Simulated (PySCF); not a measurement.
Species: 1,1-dimethylcyclohexane, C8H16.
Bonds: C1–C2, C2–C3, C2–C4, C4–C5, C5–C6, C6–C7, C7–C8, C2–C8. Hydrogens: H9, H10, H11 on C1; H12, H13, H14 on C3; H15, H16 on C4; H17, H18 on C5; H19, H20 on C6; H21, H22 on C7; H23, H24 on C8.

The same species was optimised twice, with GFN2-xTB and with PBE0-D3(BJ)/def2-SVP (PySCF), and the same property calculations (PySCF, gas phase) were run on both structures.

```tsv
coordinate	GFN2-xTB	PBE0-D3(BJ)/def2-SVP	change
C1–C2 (Å)	1.533	1.528	-0.005
C2–C4 (Å)	1.536	1.540	+0.004
C2–C8 (Å)	1.536	1.540	+0.004
C4–C5 (Å)	1.526	1.525	-0.001
C7–C8 (Å)	1.526	1.525	-0.001
C2–C3 (Å)	1.531	1.531	0.000
C6–C7 (Å)	1.525	1.525	0.000
C5–C6 (Å)	1.525	1.525	0.000
C5–C6–C7 (°)	110.4	111.3	+0.9
C2–C4–C5 (°)	113.1	113.9	+0.8
C2–C8–C7 (°)	113.1	113.8	+0.7
C6–C7–C8 (°)	110.6	111.3	+0.7
C4–C5–C6 (°)	110.6	111.3	+0.7
C3–C2–C8 (°)	111.0	110.5	-0.5
C1–C2–C3 (°)	108.1	108.6	+0.5
C3–C2–C4 (°)	111.0	110.6	-0.4
```

Rotational constants: A = 3026, B = 1706, C = 1502 MHz (GFN2-xTB) against A = 3007, B = 1696, C = 1491 MHz (PBE0-D3(BJ)/def2-SVP). Point groups within 0.08 Å: Cs and Cs.

On the GFN2-xTB structure: HOMO (eV) -8.15 [PBE0/pcSseg-1]; LUMO (eV) 1.38 [PBE0/pcSseg-1]; dipole (D) 0.09 [PBE0/pcSseg-1]; GIAO shielding of C1/C3 (mean) (ppm) 156.2 [PBE0/pcSseg-1]; GIAO shielding of C2 (ppm) 155.1 [PBE0/pcSseg-1]; GIAO shielding of C4/C8 (mean) (ppm) 144.6 [PBE0/pcSseg-1]; GIAO shielding of C5/C7 (mean) (ppm) 160.9 [PBE0/pcSseg-1]; GIAO shielding of C6 (ppm) 156.5 [PBE0/pcSseg-1].

What do these properties become on the PBE0-D3(BJ)/def2-SVP structure?

| property | level | on GFN2-xTB | on PBE0-D3(BJ)/def2-SVP | change |
| --- | --- | --- | --- | --- |
| HOMO (eV) | PBE0/pcSseg-1 | -8.15 | -8.17 | -0.02 |
| LUMO (eV) | PBE0/pcSseg-1 | 1.38 | 1.33 | -0.05 |
| dipole (D) | PBE0/pcSseg-1 | 0.09 | 0.10 | +0.01 |
| energy, GFN2-xTB geometry as zero (kcal/mol) | PBE0/pcSseg-1 | 0.0 | -0.6 | -0.6 |
| GIAO shielding of C1/C3 (mean) (ppm) | PBE0/pcSseg-1 | 156.2 | 154.1 | -2.1 |
| GIAO shielding of C2 (ppm) | PBE0/pcSseg-1 | 155.1 | 154.6 | -0.5 |
| GIAO shielding of C4/C8 (mean) (ppm) | PBE0/pcSseg-1 | 144.6 | 143.2 | -1.4 |
| GIAO shielding of C5/C7 (mean) (ppm) | PBE0/pcSseg-1 | 160.9 | 159.8 | -1.1 |
| GIAO shielding of C6 (ppm) | PBE0/pcSseg-1 | 156.5 | 155.6 | -0.9 |

The heavy atoms differ by 0.011 Å rms after alignment. Among bonds between heavy atoms C1–C2, C2–C4 and C2–C8 change most and about equally (-0.005 to +0.004 Å). Changes are differences of the printed values. Neither structure is proved a minimum here.
